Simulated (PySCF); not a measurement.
# Deuteron quadrupole couplings in `N#C[Si@@H](S)N([SiH3])[SiH3]`

Compound: CH₈N₂SSi₃.
Cartesian coordinates in Å at the GFN2-xTB level; atoms count from 1:
```xyz
15
CH8N2SSi3 angstrom
N      1.9276    2.4423    1.3331
C      1.6452    1.6218    0.5860
Si     1.1927    0.2771   -0.6318
S      2.4014   -1.4236   -0.1345
N     -0.4694   -0.1322   -0.4602
Si    -0.9720   -1.7983   -0.1955
Si    -1.6532    1.1624   -0.4294
H      1.5343    0.7477   -1.9724
H      3.5163   -0.7441    0.1004
H     -2.4090   -1.8242   -0.4392
H     -0.2496   -2.6218   -1.1618
H     -0.6519   -2.1692    1.1817
H     -0.9878    2.3326   -0.9971
H     -2.7743    0.7398   -1.2624
H     -2.0548    1.3978    0.9554
```

Level: PBE0/pcSseg-1 (PySCF, non-relativistic); Q(2H) = 0.00286 b; rigid geometry, the same for H and D, with no vibrational averaging.

Problem. What are Vzz, η and χzz (234.96 MHz × Q × Vzz) at all hydrogens?

Solution. 
```csv
atom,bonded to,bond length (Å),Vzz (au),η,χzz (kHz)
H8,Si3,1.461,0.1587,0.01,107
H9,S4,1.327,0.2547,0.14,171
H10,Si6,1.458,0.1627,0.06,109
H11,Si6,1.461,0.1603,0.06,108
H12,Si6,1.462,0.1611,0.02,108
H13,Si7,1.461,0.1596,0.08,107
H14,Si7,1.459,0.1628,0.04,109
H15,Si7,1.461,0.1614,0.03,108
```

Problem. Average by the element that carries the hydrogen.

Solution. on Si: 108 kHz over 7 positions, mean bond length 1.460 Å; on S: 171 kHz over 1 position, mean bond length 1.327 Å.

Problem. A static deuteron (I = 1) shows a doublet split by (3/2)χ, (3/4)χ(1 + η) and (3/4)χ(1 − η) with the field along z, y and x of the gradient. What are these for H15?

Solution. With |χ| = 108.5 kHz and η = 0.026: 163, 83 and 79 kHz, to first order and without motion.

Isolated species at its GFN2-xTB geometry (one conformer only). GFN2-xTB bond lengths can be off by several hundredths of an ångström, more for odd bonds, and the gradients follow them. The small basis limits the accuracy of the gradients.
